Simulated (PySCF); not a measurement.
Atomic charges against the basis set

Species: H3SiCHF2, CH4F2Si.
Structure used (PBE0-D3(BJ)/def2-SVP), in Å, numbered top down from 1:
```xyz
8
CH4F2Si angstrom
F     -1.385    0.984   -0.859
C     -0.966    0.023    0.005
F     -1.422   -1.177   -0.442
Si     0.955   -0.003    0.056
H     -1.444    0.220    0.984
H      1.392   -1.087    0.982
H      1.439    1.319    0.550
H      1.450   -0.260   -1.325
```

PBE0 throughout (PySCF), one geometry, spherical d and f functions. Isolated species at its PBE0-D3(BJ)/def2-SVP geometry, gas phase. Atoms taken as equivalent share a column and are averaged.

Mulliken charges (e):

```json
{"basis": "STO-3G", "functions": "28", "F1/F3": "-0.119", "C2": "-0.009", "Si4": "+0.512", "H5": "+0.059", "H6/H7/H8": "-0.108"}
{"basis": "6-31G", "functions": "48", "F1/F3": "-0.308", "C2": "+0.165", "Si4": "+0.522", "H5": "+0.179", "H6/H7/H8": "-0.083"}
{"basis": "pcSseg-0", "functions": "48", "F1/F3": "-0.355", "C2": "+0.026", "Si4": "+0.528", "H5": "+0.244", "H6/H7/H8": "-0.029"}
{"basis": "6-31G*", "functions": "68", "F1/F3": "-0.316", "C2": "+0.317", "Si4": "+0.317", "H5": "+0.154", "H6/H7/H8": "-0.052"}
{"basis": "def2-SVP", "functions": "80", "F1/F3": "-0.241", "C2": "+0.247", "Si4": "+0.343", "H5": "+0.050", "H6/H7/H8": "-0.053"}
{"basis": "cc-pVDZ", "functions": "80", "F1/F3": "-0.211", "C2": "+0.260", "Si4": "+0.219", "H5": "+0.041", "H6/H7/H8": "-0.033"}
{"basis": "pcSseg-1", "functions": "95", "F1/F3": "-0.304", "C2": "+0.252", "Si4": "+0.457", "H5": "+0.115", "H6/H7/H8": "-0.072"}
{"basis": "aug-cc-pVDZ", "functions": "132", "F1/F3": "-0.425", "C2": "+0.897", "Si4": "-0.290", "H5": "-0.305", "H6/H7/H8": "+0.183"}
{"basis": "6-311+G(2d,p)", "functions": "140", "F1/F3": "-0.254", "C2": "+0.112", "Si4": "+0.385", "H5": "+0.141", "H6/H7/H8": "-0.043"}
{"basis": "def2-TZVP", "functions": "154", "F1/F3": "-0.192", "C2": "+0.189", "Si4": "+0.127", "H5": "+0.082", "H6/H7/H8": "-0.004"}
{"basis": "cc-pVTZ", "functions": "180", "F1/F3": "-0.194", "C2": "+0.253", "Si4": "+0.150", "H5": "+0.028", "H6/H7/H8": "-0.014"}
{"basis": "IGLO-III", "functions": "189", "F1/F3": "-0.235", "C2": "+0.099", "Si4": "+0.712", "H5": "+0.113", "H6/H7/H8": "-0.152"}
```

IAO charges (e):

```csv
basis,functions,F1/F3,C2,Si4,H5,H6/H7/H8
STO-3G,28,-0.146,-0.056,+0.606,+0.100,-0.119
6-31G,48,-0.278,+0.154,+0.433,+0.152,-0.061
pcSseg-0,48,-0.271,+0.146,+0.414,+0.149,-0.055
6-31G*,68,-0.292,+0.193,+0.559,+0.133,-0.100
def2-SVP,80,-0.294,+0.192,+0.570,+0.134,-0.103
cc-pVDZ,80,-0.293,+0.194,+0.550,+0.136,-0.098
pcSseg-1,95,-0.300,+0.189,+0.576,+0.140,-0.102
aug-cc-pVDZ,132,-0.305,+0.198,+0.555,+0.144,-0.096
"6-311+G(2d,p)",140,-0.305,+0.189,+0.587,+0.146,-0.104
def2-TZVP,154,-0.306,+0.195,+0.594,+0.142,-0.107
cc-pVTZ,180,-0.303,+0.196,+0.578,+0.142,-0.103
IGLO-III,189,-0.306,+0.191,+0.595,+0.145,-0.106
```

Hirshfeld charges (e):

```json
{"basis": "STO-3G", "functions": "28", "F1/F3": "-0.090", "C2": "+0.078", "Si4": "+0.330", "H5": "-0.003", "H6/H7/H8": "-0.075"}
{"basis": "6-31G", "functions": "48", "F1/F3": "-0.115", "C2": "+0.073", "Si4": "+0.279", "H5": "+0.051", "H6/H7/H8": "-0.058"}
{"basis": "pcSseg-0", "functions": "48", "F1/F3": "-0.116", "C2": "+0.071", "Si4": "+0.303", "H5": "+0.041", "H6/H7/H8": "-0.061"}
{"basis": "6-31G*", "functions": "68", "F1/F3": "-0.103", "C2": "+0.066", "Si4": "+0.284", "H5": "+0.046", "H6/H7/H8": "-0.063"}
{"basis": "def2-SVP", "functions": "80", "F1/F3": "-0.105", "C2": "+0.061", "Si4": "+0.308", "H5": "+0.042", "H6/H7/H8": "-0.068"}
{"basis": "cc-pVDZ", "functions": "80", "F1/F3": "-0.098", "C2": "+0.055", "Si4": "+0.299", "H5": "+0.041", "H6/H7/H8": "-0.067"}
{"basis": "pcSseg-1", "functions": "95", "F1/F3": "-0.110", "C2": "+0.062", "Si4": "+0.309", "H5": "+0.046", "H6/H7/H8": "-0.066"}
{"basis": "aug-cc-pVDZ", "functions": "132", "F1/F3": "-0.109", "C2": "+0.052", "Si4": "+0.308", "H5": "+0.049", "H6/H7/H8": "-0.064"}
{"basis": "6-311+G(2d,p)", "functions": "140", "F1/F3": "-0.113", "C2": "+0.057", "Si4": "+0.314", "H5": "+0.049", "H6/H7/H8": "-0.065"}
{"basis": "def2-TZVP", "functions": "154", "F1/F3": "-0.107", "C2": "+0.054", "Si4": "+0.306", "H5": "+0.047", "H6/H7/H8": "-0.064"}
{"basis": "cc-pVTZ", "functions": "180", "F1/F3": "-0.104", "C2": "+0.054", "Si4": "+0.302", "H5": "+0.045", "H6/H7/H8": "-0.065"}
{"basis": "IGLO-III", "functions": "189", "F1/F3": "-0.111", "C2": "+0.055", "Si4": "+0.304", "H5": "+0.048", "H6/H7/H8": "-0.062"}
```

ESP-fitted charges (e):

| basis | functions | F1/F3 | C2 | Si4 | H5 | H6/H7/H8 |
| --- | --- | --- | --- | --- | --- | --- |
| STO-3G | 28 | -0.117 | +0.130 | +0.231 | +0.029 | -0.052 |
| 6-31G | 48 | -0.240 | +0.334 | +0.179 | +0.080 | -0.038 |
| pcSseg-0 | 48 | -0.237 | +0.289 | +0.226 | +0.095 | -0.045 |
| 6-31G* | 68 | -0.165 | +0.166 | +0.197 | +0.092 | -0.042 |
| def2-SVP | 80 | -0.190 | +0.225 | +0.187 | +0.083 | -0.038 |
| cc-pVDZ | 80 | -0.181 | +0.217 | +0.162 | +0.081 | -0.033 |
| pcSseg-1 | 95 | -0.198 | +0.206 | +0.257 | +0.097 | -0.054 |
| aug-cc-pVDZ | 132 | -0.186 | +0.192 | +0.164 | +0.102 | -0.029 |
| 6-311+G(2d,p) | 140 | -0.190 | +0.191 | +0.172 | +0.106 | -0.030 |
| def2-TZVP | 154 | -0.183 | +0.190 | +0.178 | +0.098 | -0.033 |
| cc-pVTZ | 180 | -0.174 | +0.169 | +0.192 | +0.100 | -0.037 |
| IGLO-III | 189 | -0.177 | +0.157 | +0.183 | +0.111 | -0.032 |

Some averages cover members that differ in this geometry, most widely: H6/H7/H8, ESP-fitted in pcSseg-0 -0.058 to -0.020; H6/H7/H8, ESP-fitted in aug-cc-pVDZ -0.039 to -0.007; H6/H7/H8, ESP-fitted in 6-311+G(2d,p) -0.040 to -0.009; H6/H7/H8, ESP-fitted in 6-31G -0.048 to -0.017 e.

Question: Which scheme is steadiest as the basis changes?

Answer: Largest range over the bases for any column: Hirshfeld 0.05 e, ESP-fitted 0.20 e, IAO 0.25 e, Mulliken 1.00 e. Hirshfeld charges move least and Mulliken charges most, counted in e. Without the minimal STO-3G basis the ranges are Hirshfeld 0.03, ESP-fitted 0.18, IAO 0.18, Mulliken 1.00 e.

Question: How much do the charges still move between the two largest bases, cc-pVTZ and IGLO-III?

Answer: At most, over all atoms: Mulliken 0.562 e, IAO 0.016 e, Hirshfeld 0.007 e, ESP-fitted 0.012 e.

Question: What do the same runs give for the total energy, the frontier levels and the dipole moment?

Answer: 
```csv
basis,energy (Eh),HOMO (eV),LUMO (eV),μ (D)
STO-3G,-522.6154,-4.36,7.72,1.10
6-31G,-529.1880,-8.62,0.77,2.10
pcSseg-0,-528.3891,-8.70,0.70,2.19
6-31G*,-529.2750,-8.37,0.78,1.60
def2-SVP,-529.0271,-8.56,0.78,1.74
cc-pVDZ,-529.3099,-8.43,0.80,1.65
pcSseg-1,-529.2753,-8.68,0.47,1.88
aug-cc-pVDZ,-529.3353,-8.73,-0.13,1.83
"6-311+G(2d,p)",-529.3942,-8.76,-0.06,1.89
def2-TZVP,-529.4195,-8.69,0.33,1.77
cc-pVTZ,-529.4078,-8.62,0.45,1.71
IGLO-III,-529.4244,-8.72,0.44,1.82
```

The dipole is fixed by the density alone, so its range of 1.09 D shows that the density itself changes with the basis, not only its division among atoms.
